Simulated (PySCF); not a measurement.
Ge(F)2(Br)(OH) (BrF2GeHO), SMILES [OH][Ge]([F])([F])[Br]. Atoms are numbered in the order given.

```xyz
6

O      1.6351    -1.2555     0.0000
Ge     0.0054    -0.6502     0.0000
F     -0.8567    -1.2632     1.3540
F     -0.8567    -1.2632    -1.3540
Br     0.0140     1.5945     0.0000
H      1.6776    -2.2205     0.0000
```

Coordinates come from a PBE0-D3(BJ)/def2-SVP optimisation. This is a generated structure with no PubChem entry under its InChIKey; it may be hypothetical. One conformer was computed; it need not be the lowest.

Two levels are set side by side: PBE/pcSseg-1 (PySCF) and PBE0/pcSseg-1 (PySCF). GIAO shifts against CFCl3 (¹⁹F), GeH4 (⁷³Ge), H2O (¹⁷O), TMS (¹H) at the same level; non-relativistic, no solvent, atoms listed together averaged. Without spin–orbit terms, shifts of atoms bonded to Cl or Br come out too high at both levels. Differences are taken from unrounded values.

```
quantity                   PBE
----------------------  ------
δ(¹⁷O) of O1 (ppm)        88.8
δ(⁷³Ge) of Ge2 (ppm)     364.2
δ(¹⁹F) of F3, F4 (ppm)  -123.4
δ(¹H) of H6 (ppm)         2.66
```

### Question
These are the PBE values. What does PBE0 give? (Estimate from the structure and the level; the computed values follow.)

### Answer

```json
[
 {"quantity": "δ(¹⁷O) of O1 (ppm)", "PBE0": "71.3", "PBE minus PBE0": "17.5"},
 {"quantity": "δ(⁷³Ge) of Ge2 (ppm)", "PBE0": "337.8", "PBE minus PBE0": "26.4"},
 {"quantity": "δ(¹⁹F) of F3, F4 (ppm)", "PBE0": "-124.3", "PBE minus PBE0": "0.9"},
 {"quantity": "δ(¹H) of H6 (ppm)", "PBE0": "2.68", "PBE minus PBE0": "-0.01"}
]
```

Rough cost on one machine, each run with all the roots and properties that it gave: PBE0 against PBE within a factor of 2.
